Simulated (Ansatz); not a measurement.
Geometry optimisation, RKS PBE0/def2-SVP (Ansatz 0.2.0).

Input:

```yaml
crystal:
  periodic: [false, false, false]
  atoms:
    - { symbol: Ge, position_ang: [0.0, 0.0, 0.0] }
    - { symbol: H, position_ang: [0.0, 0.0, 1.55] }
    - { symbol: Ge, position_ang: [2.2632, 0.0, -0.7992] }
    - { symbol: H, position_ang: [2.7487, -1.4611, -0.9782] }
    - { symbol: H, position_ang: [2.3309, 0.7367, -2.1612] }
    - { symbol: H, position_ang: [3.1736, 0.7244, 0.225] }
    - { symbol: Cl, position_ang: [-1.0456, 1.8115, -0.7393] }
    - { symbol: Cl, position_ang: [-1.0456, -1.8115, -0.7393] }
basis:
  gaussian: { orbitals: def2-SVP }
hamiltonian:
  xc: pbe0
relax:
  f_tol: 0.02
  max_steps: 40
```

Command:

```bash
$ ansatz run input.yaml --threads 2 --pin off --max-ram 3072MiB --backend cpu --events-out ev --progress --plain --runs-dir out
```

Question: Where does it end, and by what steps?

Answer: The run converged. The force dipped under the threshold on the way, but the program's further checks kept it going. After 10 steps the energy has fallen by 0.127 eV; H5 moved furthest, 0.48 Å.

```csv
step,energy less start (eV),largest force component (eV/Å),accepted
0,0.0000,0.783,yes
1,-0.0844,0.362,yes
2,-0.1038,0.112,yes
3,-0.1157,0.073,yes
4,-0.1153,0.324,no
5,-0.1184,0.151,yes
6,-0.1224,0.124,yes
7,-0.1240,0.088,yes
8,-0.1263,0.007,yes
9,-0.1272,0.026,yes
10,-0.1273,0.017,yes
```

```xyz
8
Properties=species:S:1:pos:R:3
Ge 0.031 -0.032 0.042
H -0.189 -0.308 1.538
Ge 2.296 -0.009 -0.818
H 2.933 -1.387 -0.577
H 2.220 0.294 -2.320
H 3.101 1.079 -0.090
Cl -0.872 1.893 -0.372
Cl -1.095 -1.530 -1.045
```

Whether the end is a true minimum wasn't checked by a vibrational analysis.

Run time: 47 s on 2 threads of Arm Neoverse V2, with other jobs on the host, peak memory 0.34 GiB.
